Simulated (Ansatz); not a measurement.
Single points on the cluster Cd5⁻.

```yaml
crystal:
  periodic: [false, false, false]
  atoms:
    - {symbol: Cd, position_ang: [0.094632, -0.992598, 2.401890]}
    - {symbol: Cd, position_ang: [-1.600849, 0.770396, -1.888092]}
    - {symbol: Cd, position_ang: [1.447922, 0.855310, -1.987879]}
    - {symbol: Cd, position_ang: [2.493778, -0.259756, 0.658251]}
    - {symbol: Cd, position_ang: [-2.435483, -0.373352, 0.815820]}
basis:
  gaussian: {orbitals: def2-TZVPD, initial_orbitals: start.molden}
total_charge: -1
magnetization: {spin_polarized: true, initial_magnetization: 1}
hamiltonian: {xc: {name: wB97M-V}}
scf: {omitted_lower_state_checks: [starts]}
output: {orbitals: {seedname: orbitals}}
```

The file start.molden holds the orbitals of an earlier run on this structure, at another level or in another basis.

```sh
$ ansatz run in.yaml --threads 4 --pin off --events-out ev --progress --plain --max-ram 4787MiB
```

It prints (some lines left out):

```
Functional definition: wB97M-V
1890 factors; integrals over basis functions are off by at most 6.3e-4 eV
400 factors; integrals over basis functions are off by at most 1.3e-5 eV
mean field evaluation 1: about -22819.2943 eV, gradient 6.1e0 eV
mean field evaluation 2: about -22819.4063 eV, gradient 2.0e-1 eV
mean field evaluation 4: about -22819.6421 eV, gradient 1.4e-3 eV
mean field evaluation 8: about -22819.6421 eV, gradient 1.4e-5 eV
mean field -22819.64212736 eV, -838.6063804714 hartree, gradient 4.2e-6 eV, S^2 0.760380; 0 other end points of the search recorded, 0 dependent functions left out
reference -22819.64217040 eV, -838.6063820531 hartree; 51, 50 occupied and 149, 150 virtual orbitals, 1890 factors
Total energy: -22819.64217040 eV, -838.6063820531 hartree
Checks for a lower state left out: starts
```

Hardware: 4 threads of Intel Xeon on a shared host. Wall time 98 s, peak host memory 1.7 GiB.

As the first input, with `hamiltonian: {xc: r2scan}` (abridged; 82 s):

```
Functional definition: r2SCAN
mean field evaluation 16: about -22836.8058 eV, gradient 2.6e-6 eV
mean field -22836.80580529 eV, -839.2371340015 hartree, gradient 2.6e-6 eV, S^2 0.759394
Total energy: -22836.80582783 eV, -839.2371348297 hartree
Checks for a lower state left out: starts
```

The first input with `hamiltonian: {xc: hse06}` (abridged; 32 s):

```
Functional definition: HSE06
mean field -22827.99928231 eV, -838.9135002513 hartree, gradient 2.7e-6 eV, S^2 0.754649
Total energy: -22827.99931924 eV, -838.9135016084 hartree
Checks for a lower state left out: starts
```

As the first input, with `hamiltonian: {xc: pbe0}` (abridged; 44 s):

```
Functional definition: PBE0
mean field evaluation 16: about -22828.0591 eV, gradient 9.1e-4 eV
mean field -22828.05907355 eV, -838.9156975389 hartree, gradient 8.9e-6 eV, S^2 0.755351
Total energy: -22828.05910134 eV, -838.9156985601 hartree
Checks for a lower state left out: starts
```

The first input with `hamiltonian: {xc: pbe}`, `correlation: {method: rpa}` and without the key `output` (abridged; 58 s):

```
Functional definition: PBE
mean field evaluation 16: about -22830.0973 eV, gradient 1.5e-6 eV
mean field -22830.09734418 eV, -838.9906026029 hartree, gradient 8.5e-8 eV, S^2 0.751273
Total energy: -22791.74115830 eV, -837.5810387706 hartree
Checks for a lower state left out: starts
```

As the first input, with `hamiltonian: {xc: {name: LC-wPBE}}` (abridged; 38 s):

```
Functional definition: LC-wPBE
mean field -22829.23203313 eV, -838.9588030083 hartree, gradient 6.5e-6 eV, S^2 0.785687
Total energy: -22829.23203314 eV, -838.9588030085 hartree
Checks for a lower state left out: starts
```

The first input with `correlation: {method: mp2}` and without the key `hamiltonian` (abridged; 64 s):

```
Functional definition: HF
mean field evaluation 16: about -22704.6060 eV, gradient 7.5e-6 eV
mean field evaluation 32: about -22704.6061 eV, gradient 1.2e-5 eV
mean field -22704.60609121 eV, -834.3788841172 hartree, gradient 4.0e-8 eV, S^2 0.993033; 1 other end points of the search recorded, 0 dependent functions left out
second order -69.36455892 eV of doubles, -0.00000000 eV of singles
Total energy: -22773.97065013 eV, -836.9279846405 hartree
Checks for a lower state left out: starts
```

Geometry: PBE/def2-SVPD.

In the def2 sets Cd takes a core potential; there is no spin–orbit coupling. LC-ωPBE has ω = 0.4 bohr⁻¹. HSE06 is defined as in plane-wave codes, on full-range PBE exchange. Correlated methods freeze no core orbitals; core or outer-core shells of Cd are correlated, in sets that lack core-valence functions. At r2SCAN/def2-TZVPD, HSE06/def2-TZVPD, PBE0/def2-TZVPD the highest occupied level of the charge -1 doublet lies above zero (up to 0.63 eV). The electron is either unbound and held by the finite basis, or the level is raised by self-interaction error. At MP2/def2-TZVPD the charge -1 doublet is spin-contaminated (final ⟨S²⟩ up to 0.99, 0.75 for a pure state). Another isomer (doublet) lies 0.19 eV lower at PBE0/def2-TZVPD; other spin states weren't run for this one.
